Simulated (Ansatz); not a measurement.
Isolated molecules relaxed with PBE0-D4/def2-TZVP in Ansatz; ΔE leaves out vibrations. CCSD(T)/CBS adds triple-zeta CCSD(T) − MP2 to the extrapolated MP2 energy (def2 sets, frozen cores). This one scheme is used for every species. DFT in def2-TZVPP. Each species was taken in one conformer, which may not be the lowest.

`C[SiH2]O[SiH2]N` + `[SiH3]S` → `N[SiH2]S[SiH3]` + `C[SiH2]O`  (ligand exchange at the Si–O bond)

`C[SiH2]O[SiH2]N`:

Z-matrix (Å, degrees):
```
C
Si 1 1.857
H 1 1.092 2 110.9
H 1 1.093 2 110.5 3 -120.0
H 1 1.093 2 110.8 3 120.2
O 2 1.638 1 109.2 3 -60.8
H 2 1.490 1 110.3 3 179.0
H 2 1.492 1 110.4 3 59.8
Si 6 1.639 2 142.6 1 162.2
N 9 1.705 6 116.0 2 44.5
H 9 1.484 6 108.2 2 -74.9
H 9 1.481 6 105.5 2 164.4
H 10 1.006 9 121.7 6 -83.4
H 10 1.006 9 122.3 6 72.0
```

`[SiH3]S`:

Z-matrix (Å, degrees):
```
Si
S 1 2.137
H 1 1.485 2 111.6
H 1 1.485 2 111.6 3 -122.0
H 1 1.482 2 104.8 3 119.0
H 2 1.344 1 94.7 3 60.9
```

`N[SiH2]S[SiH3]`:

Z-matrix (Å, degrees):
```
Si
S 1 2.154
N 1 1.707 2 113.7
H 1 1.486 2 106.2 3 -121.3
H 1 1.482 2 109.3 3 119.0
Si 2 2.132 1 97.2 3 145.8
H 3 1.007 1 120.7 2 -60.2
H 3 1.007 1 119.6 2 85.1
H 6 1.483 2 106.5 1 172.1
H 6 1.485 2 111.2 1 -68.4
H 6 1.486 2 111.3 1 52.8
```

`C[SiH2]O`:

```xyz
9

C     1.108   -0.386    0.014
Si   -0.498    0.526   -0.236
O    -1.818   -0.419    0.064
H     1.953    0.261   -0.238
H     1.156   -1.273   -0.621
H     1.230   -0.703    1.054
H    -0.642    0.949   -1.650
H    -0.510    1.731    0.644
H    -1.979   -0.687    0.969
```

CCSD(T)/CBS gives +0.58 eV.

(1) Another level gave +0.59 eV. Which?
A. ωB97X-V/def2-TZVPP
B. r2SCAN/def2-TZVPP
C. PBE0-D4/def2-TZVPP
D. HF/def2-TZVPP

Largest T1 diagnostic among the species: 0.011.

Answers

(1) A. ωB97X-V 0.59, PBE0-D4 0.48, HF/def2-TZVPP 0.81, r2SCAN 0.55 eV.

The D4 term adds −0.03 eV with B3LYP and −0.01 eV with PBE0; it sums over pairs of atoms, weighted by their polarisabilities, and B3LYP, whose exchange is more repulsive, gets the larger term. In def2-TZVPP, CCSD(T) changes the Hartree–Fock value by −0.20 eV (the triples alone add −0.04 eV) and MP2 by −0.24 eV. From PBE to PBE0 (25 % exact exchange), in def2-TZVPP and without D4, ΔE moves by +0.04 eV.

B3LYP here is the variant with VWN-RPA as its local correlation; programs differ in this.
